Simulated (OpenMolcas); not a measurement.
# Te4+: effect of the basis set

```
Program             : OpenMolcas
Method              : SS-RASPT2, IPEA 0.25 Eh, imaginary shift 0.1 Eh (closed shells correlated: 4d)
Active space        : 2 electrons in 9 orbitals (RAS2 5s 5p; RAS3 5d, at most 2 electrons)
State averaging     : 2S+1 = 3 even, 3 roots; 2S+1 = 1 even, 7 roots; 2S+1 = 3 odd, 3 roots; 2S+1 = 1 odd, 3 roots
Spin-orbit coupling : state interaction with AMFI integrals over the reference wave functions, term energies averaged over their components
```

A. ANO-RCC-VTZP [7s6p4d2f1g], DKH2, point nucleus; CASPT2 step roughly 7 core-seconds
B. ANO-R2 [7s6p4d2f1g], X2C, finite nucleus; CASPT2 step roughly 7 core-seconds
C. ANO-RCC-VQZP [8s7p5d3f2g], DKH2, point nucleus; CASPT2 step roughly 11 core-seconds
D. ANO-RCC [10s9p8d5f3g], DKH2, point nucleus; CASPT2 step about 21 core-seconds

Energies in eV above 5s² ¹S₀, the measured ground level; measured values from Moore, Atomic Energy Levels, vol. III, NSRDS-NBS 35 (1971 reprint of NBS Circular 467, 1958).

```
         Level       A       B       C       D  Measured
       5s² ¹S₀  0.0000  0.0000  0.0000  0.0000    0.0000
    5s 5p ³P°₀   9.309   9.341   9.394   9.368          
    5s 5p ³P°₁   9.644   9.662   9.705   9.689          
    5s 5p ³P°₂  10.533  10.511  10.524  10.538          
    5s 5p ¹P°₁  13.620  13.602  13.635  13.624   13.8499
       5p² ³P₀  21.823  21.840  21.951  21.918   21.8520
       5p² ³P₁  22.493  22.471  22.559  22.555   22.6171
5p² ¹D₂ [65 %]  22.589  22.587  22.675  22.662   22.6639
```

Deviations, from unrounded energies. A percentage is the sum of absolute deviations over the sum of measured energies, with the sign that they share, or ± where signs differ.

| Against measurement | Levels | A | B | C | D |
| --- | --- | --- | --- | --- | --- |
| mean absolute deviation (cm-1) | 4 | 920 | 970 | 770 | 720 |
| other configurations (%) | 4 | -0.6 | -0.6 | ±0.5 | ±0.4 |

D lies closest to measurement on these levels and B furthest from it. The largest miss of D in the table is 5s 5p ¹P°₁, by -1800 cm-1. The ranking rests on the paired levels alone, and a cruder setting can come out closer through cancelling errors.

Among A to D the level of the table that moves most is 5p² ³P₀, by 1000 cm-1 (lowest in A, highest in C). Moves below CASPT2's spread within the term are not significant.

Term energies are means over components that CASPT2 splits; among the terms shown or strongly mixed into the levels shown the widest spread is 12 cm-1 (5p² ¹D, D). Active for correlation alone: 5d; no level in the range computed is led by a configuration that fills it, so any true level of that kind is missing. Some terms mix strongly with configurations of 5d, whose occupation reaches 0.24 (5p² ¹D) (holds for A; C; D). Measured partners are found by configuration, term and J. A level has none where our copy of the source lacks it or the pairing is in doubt (some pairs that miss far off the trend of their configuration count as doubtful), and it then counts in no deviation. Only configurations of the active space appear. Levels that lie high or do not pair safely by name in every column are left out.

A share in square brackets marks a mixed level and gives the weight of the term that names it, the lowest over the columns. ° marks odd parity.
